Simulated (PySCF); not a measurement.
Gas-phase reaction: 2 SiHI3 + 4 SiH4 → 3 I2 + 3 Si2H6

Method: PySCF energies plus ideal-gas RRHO corrections (1 bar). † marks an energy on the PBE0/def2-TZVP geometry and frequencies; other levels use their own. MP2 and CCSD(T) freeze the core. All species are closed-shell singlets. I: scalar-relativistic def2 core potential, no spin-orbit coupling. MP2 isn't extrapolated to the basis-set limit. CCSD(T) isn't extrapolated to the basis-set limit.

| level | ΔH°(298 K), kJ |
|---|---|
| CCSD(T)/def2-SVP† | ___ |
| HF/def2-TZVP† | 474 |
| M06-2X/def2-TZVP† | ___ |
| MP2/def2-SVP† | 525 |
| MP2/def2-TZVPP† | 570 |
| PBE/def2-TZVP† | ___ |
| PBE0/def2-QZVP† | ___ |
| PBE0/def2-TZVP | 449 |
| ωB97M-V/def2-TZVP† | 487 |
| ωB97X-V/def2-TZVP† | 467 |

Problem. Fill in the missing entries.

Solution. 
- CCSD(T)/def2-SVP†, ΔH°(298 K), kJ: 467
- M06-2X/def2-TZVP†, ΔH°(298 K), kJ: 490
- PBE/def2-TZVP†, ΔH°(298 K), kJ: 423
- PBE0/def2-QZVP†, ΔH°(298 K), kJ: 441
